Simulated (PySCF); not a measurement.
H₂OSi, charge +1, doublet, geometry from GFN2-xTB (a state made from the parent by changing its charge; the spin is typed, not shown lowest), atoms displaced at random by about 0.03 Å a coordinate; TPSS/def2-SVP, gradient by finite differences in PySCF.

Input for PySCF:
```python
from pyscf import gto, scf, dft

mol = gto.M(
    atom='''
Si    0.079143   -0.398704    0.001743
O    -0.237096    1.035688    0.026893
H    -0.856232   -1.599438   -0.002985
H     1.272741   -1.278144    0.054532
''',
    basis='def2-svp',
    charge=1,
    spin=1,
    verbose=4,
)

mf = dft.UKS(mol)
mf.xc = 'tpss'
mf.conv_tol = 1e-11
mf.kernel()
scan, done = mf.as_scanner(), []
scan.scf_summary = {}
def energy(d):
    c = mol.atom_coords()
    c[0, 0] += d
    e = scan(mol.set_geom_(c, unit='Bohr', inplace=False))
    done.append(scan.converged)
    return e
h = 0.2
fd = (energy(h) - energy(-h)) / (2 * h)
print('dE/dx =', fd)
```

What the program printed (banner, timings and long lists left out):

```
PySCF version 2.14.0

[INPUT] verbose = 4
[INPUT] num. atoms = 4
[INPUT] num. electrons = 23
[INPUT] charge = 1
[INPUT] spin (= nelec alpha-beta = 2S) = 1
[INPUT] symmetry False subgroup None
[INPUT] Mole.unit = angstrom
[INPUT] Symbol           X                Y                Z      unit          X                Y                Z       unit  Magmom
[INPUT]  1 Si     0.079143000000  -0.398704000000   0.001743000000 AA    0.149558594676  -0.753441364769   0.003293792635 Bohr   0.0
[INPUT]  2 O     -0.237096000000   1.035688000000   0.026893000000 AA   -0.448046505230   1.957166670499   0.050820404668 Bohr   0.0
[INPUT]  3 H     -0.856232000000  -1.599438000000  -0.002985000000 AA   -1.618043979089  -3.022499773222  -0.005640832482 Bohr   0.0
[INPUT]  4 H      1.272741000000  -1.278144000000   0.054532000000 AA    2.405131917505  -2.415342107756   0.103050545025 Bohr   0.0

nuclear repulsion = 53.5471001892233
number of shells = 20
number of NR pGTOs = 74
number of NR cGTOs = 42
basis = def2-svp
ecp = {}

******** <class 'pyscf.dft.uks.UKS'> ********
method = UKS
initial guess = minao
damping factor = 0
level_shift factor = 0
DIIS = <class 'pyscf.scf.diis.CDIIS'>
diis_start_cycle = 1
diis_space = 8
diis_damp = 0
SCF conv_tol = 1e-11
SCF conv_tol_grad = None
SCF max_cycles = 50
direct_scf = True
direct_scf_tol = 1e-13
number electrons alpha = 12  beta = 11
XC library pyscf.dft.libxc version 7.1.2
    S. Lehtola, C. Steigemann, M. J. T. Oliveira, and M. A. L. Marques,  SoftwareX 7, 1–5 (2018)
XC functionals = tpss
    J. Tao, J. P. Perdew, V. N. Staroverov, and G. E. Scuseria,  Phys. Rev. Lett. 91, 146401 (2003)
    J. P. Perdew, J. Tao, V. N. Staroverov, and G. E. Scuseria,  J. Chem. Phys. 120, 6898 (2004)
    J. Tao, J. P. Perdew, V. N. Staroverov, and G. E. Scuseria,  Phys. Rev. Lett. 91, 146401 (2003)
    J. P. Perdew, J. Tao, V. N. Staroverov, and G. E. Scuseria,  J. Chem. Phys. 120, 6898 (2004)
radial grids:
    Treutler-Ahlrichs [JCP 102, 346 (1995); DOI:10.1063/1.469408] (M4) radial grids

becke partition: Becke, JCP 88, 2547 (1988); DOI:10.1063/1.454033
pruning grids: <function nwchem_prune>
grids dens level: 3
symmetrized grids: False
atomic radii adjust function: <function treutler_atomic_radii_adjust>
small_rho_cutoff = 0
Set gradient conv threshold to 3.16228e-06
tot grids = 52880
init E= -365.813906532453

cycle= 1 E= -365.026534316499  delta_E= 0.787  |g|= 0.773  |ddm|= 1.48
cycle= 2 E= -359.326926420916  delta_E=  5.7  |g|= 2.54  |ddm|= 3.91
cycle= 3 E= -365.353770475123  delta_E= -6.03  |g|= 0.13  |ddm|= 3.65
cycle= 4 E= -365.32073302685  delta_E= 0.033  |g|= 0.264  |ddm|= 0.292
cycle= 5 E= -365.340106164133  delta_E= -0.0194  |g|= 0.203  |ddm|= 0.0667
cycle= 6 E= -365.357902887297  delta_E= -0.0178  |g|= 0.0986  |ddm|= 0.087
cycle= 7 E= -365.363842420748  delta_E= -0.00594  |g|= 0.00405  |ddm|= 0.0817
cycle= 8 E= -365.363852987352  delta_E= -1.06e-05  |g|= 0.00151  |ddm|= 0.00762
cycle= 9 E= -365.363854491936  delta_E= -1.5e-06  |g|= 0.00134  |ddm|= 0.0029
cycle= 10 E= -365.363855749066  delta_E= -1.26e-06  |g|= 0.000192  |ddm|= 0.00127
cycle= 11 E= -365.363855786145  delta_E= -3.71e-08  |g|= 4.03e-05  |ddm|= 0.000403
cycle= 12 E= -365.363855787258  delta_E= -1.11e-09  |g|= 1.87e-05  |ddm|= 5.48e-05
cycle= 13 E= -365.363855787466  delta_E= -2.08e-10  |g|= 1.95e-06  |ddm|= 1.62e-05
cycle= 14 E= -365.363855787466  delta_E= -6.82e-13  |g|= 3.6e-07  |ddm|= 2.47e-06
Extra cycle  E= -365.363855787467  delta_E= -1.02e-12  |g|= 1.2e-06  |ddm|= 1.2e-06
converged SCF energy = -365.363855787467  <S^2> = 0.760609  2S+1 = 2.010581
Create scanner for <class 'pyscf.dft.uks.UKS'>

WARN: Mole.unit (angstrom) is changed to Bohr

New geometry
   1 Si     0.184978442184  -0.398704000000   0.001743000000 AA    0.349558594676  -0.753441364769   0.003293792635 Bohr
   2 O     -0.237096000000   1.035688000000   0.026893000000 AA   -0.448046505230   1.957166670499   0.050820404668 Bohr
   3 H     -0.856232000000  -1.599438000000  -0.002985000000 AA   -1.618043979089  -3.022499773222  -0.005640832482 Bohr
   4 H      1.272741000000  -1.278144000000   0.054532000000 AA    2.405131917505  -2.415342107756   0.103050545025 Bohr

******** <class 'pyscf.scf.hf.UKS_Scanner'> ********
method = UKS_Scanner
initial guess = minao
damping factor = 0
level_shift factor = 0
DIIS = <class 'pyscf.scf.diis.CDIIS'>
diis_start_cycle = 1
diis_space = 8
diis_damp = 0
SCF conv_tol = 1e-11
SCF conv_tol_grad = None
SCF max_cycles = 50
direct_scf = True
direct_scf_tol = 1e-13
number electrons alpha = 12  beta = 11
XC library pyscf.dft.libxc version 7.1.2
    S. Lehtola, C. Steigemann, M. J. T. Oliveira, and M. A. L. Marques,  SoftwareX 7, 1–5 (2018)
XC functionals = tpss
    J. Tao, J. P. Perdew, V. N. Staroverov, and G. E. Scuseria,  Phys. Rev. Lett. 91, 146401 (2003)
    J. P. Perdew, J. Tao, V. N. Staroverov, and G. E. Scuseria,  J. Chem. Phys. 120, 6898 (2004)
    J. Tao, J. P. Perdew, V. N. Staroverov, and G. E. Scuseria,  Phys. Rev. Lett. 91, 146401 (2003)
    J. P. Perdew, J. Tao, V. N. Staroverov, and G. E. Scuseria,  J. Chem. Phys. 120, 6898 (2004)
radial grids:
    Treutler-Ahlrichs [JCP 102, 346 (1995); DOI:10.1063/1.469408] (M4) radial grids

becke partition: Becke, JCP 88, 2547 (1988); DOI:10.1063/1.454033
pruning grids: <function nwchem_prune>
grids dens level: 3
symmetrized grids: False
atomic radii adjust function: <function treutler_atomic_radii_adjust>
small_rho_cutoff = 0
Set gradient conv threshold to 3.16228e-06
tot grids = 52880
init E= -365.343345096901
cycle= 1 E= -365.363856889244  delta_E= -0.0205  |g|= 0.029  |ddm|= 0.127
cycle= 2 E= -365.358530231158  delta_E= 0.00533  |g|= 0.107  |ddm|= 0.108
cycle= 3 E= -365.364524842459  delta_E= -0.00599  |g|= 0.0135  |ddm|= 0.0848
cycle= 4 E= -365.364659144084  delta_E= -0.000134  |g|= 0.00401  |ddm|= 0.0187
cycle= 5 E= -365.364677545714  delta_E= -1.84e-05  |g|= 0.00181  |ddm|= 0.01
cycle= 6 E= -365.364680552546  delta_E= -3.01e-06  |g|= 0.000355  |ddm|= 0.00346
cycle= 7 E= -365.364680611769  delta_E= -5.92e-08  |g|= 0.000358  |ddm|= 0.000901
cycle= 8 E= -365.364680702238  delta_E= -9.05e-08  |g|= 2.63e-05  |ddm|= 0.000386
cycle= 9 E= -365.364680702771  delta_E= -5.33e-10  |g|= 3.27e-05  |ddm|= 8.42e-05
cycle= 10 E= -365.36468070348  delta_E= -7.09e-10  |g|= 2.37e-06  |ddm|= 3.08e-05
cycle= 11 E= -365.364680703486  delta_E= -6.2e-12  |g|= 8.6e-07  |ddm|= 6.44e-06
Extra cycle  E= -365.36468070348  delta_E= 6.42e-12  |g|= 3.57e-06  |ddm|= 3.67e-06
converged SCF energy = -365.36468070348  <S^2> = 0.76133598  2S+1 = 2.011304

WARN: Mole.unit (angstrom) is changed to Bohr

New geometry
   1 Si    -0.026692442184  -0.398704000000   0.001743000000 AA   -0.050441405324  -0.753441364769   0.003293792635 Bohr
   2 O     -0.237096000000   1.035688000000   0.026893000000 AA   -0.448046505230   1.957166670499   0.050820404668 Bohr
   3 H     -0.856232000000  -1.599438000000  -0.002985000000 AA   -1.618043979089  -3.022499773222  -0.005640832482 Bohr
   4 H      1.272741000000  -1.278144000000   0.054532000000 AA    2.405131917505  -2.415342107756   0.103050545025 Bohr

******** <class 'pyscf.scf.hf.UKS_Scanner'> ********
method = UKS_Scanner
initial guess = minao
damping factor = 0
level_shift factor = 0
DIIS = <class 'pyscf.scf.diis.CDIIS'>
diis_start_cycle = 1
diis_space = 8
diis_damp = 0
SCF conv_tol = 1e-11
SCF conv_tol_grad = None
SCF max_cycles = 50
direct_scf = True
direct_scf_tol = 1e-13
number electrons alpha = 12  beta = 11
XC library pyscf.dft.libxc version 7.1.2
    S. Lehtola, C. Steigemann, M. J. T. Oliveira, and M. A. L. Marques,  SoftwareX 7, 1–5 (2018)
XC functionals = tpss
    J. Tao, J. P. Perdew, V. N. Staroverov, and G. E. Scuseria,  Phys. Rev. Lett. 91, 146401 (2003)
    J. P. Perdew, J. Tao, V. N. Staroverov, and G. E. Scuseria,  J. Chem. Phys. 120, 6898 (2004)
    J. Tao, J. P. Perdew, V. N. Staroverov, and G. E. Scuseria,  Phys. Rev. Lett. 91, 146401 (2003)
    J. P. Perdew, J. Tao, V. N. Staroverov, and G. E. Scuseria,  J. Chem. Phys. 120, 6898 (2004)
radial grids:
    Treutler-Ahlrichs [JCP 102, 346 (1995); DOI:10.1063/1.469408] (M4) radial grids

becke partition: Becke, JCP 88, 2547 (1988); DOI:10.1063/1.454033
pruning grids: <function nwchem_prune>
grids dens level: 3
symmetrized grids: False
atomic radii adjust function: <function treutler_atomic_radii_adjust>
small_rho_cutoff = 0
Set gradient conv threshold to 3.16228e-06
tot grids = 52880
init E= -365.344897258816
cycle= 1 E= -365.353769396206  delta_E= -0.00887  |g|= 0.0547  |ddm|= 0.258
cycle= 2 E= -365.339401927191  delta_E= 0.0144  |g|= 0.182  |ddm|= 0.191
cycle= 3 E= -365.355557359976  delta_E= -0.0162  |g|= 0.0428  |ddm|= 0.158
cycle= 4 E= -365.356784110044  delta_E= -0.00123  |g|= 0.00631  |ddm|= 0.0421
cycle= 5 E= -365.356865946044  delta_E= -8.18e-05  |g|= 0.00279  |ddm|= 0.0228
cycle= 6 E= -365.356876506728  delta_E= -1.06e-05  |g|= 0.000698  |ddm|= 0.00792
cycle= 7 E= -365.35687679259  delta_E= -2.86e-07  |g|= 0.000703  |ddm|= 0.00204
cycle= 8 E= -365.356877154929  delta_E= -3.62e-07  |g|= 9.86e-05  |ddm|= 0.000848
cycle= 9 E= -365.356877163637  delta_E= -8.71e-09  |g|= 4.61e-05  |ddm|= 0.000188
cycle= 10 E= -365.356877165144  delta_E= -1.51e-09  |g|= 3.37e-06  |ddm|= 4.67e-05
cycle= 11 E= -365.356877165161  delta_E= -1.71e-11  |g|= 1.23e-06  |ddm|= 9.15e-06
cycle= 12 E= -365.356877165159  delta_E= 1.31e-12  |g|= 7.29e-07  |ddm|= 1.82e-06
Extra cycle  E= -365.356877165155  delta_E= 4.15e-12  |g|= 3.25e-06  |ddm|= 3.05e-06
converged SCF energy = -365.356877165155  <S^2> = 0.76158906  2S+1 = 2.0115557
dE/dx = -0.0195088458113446
```
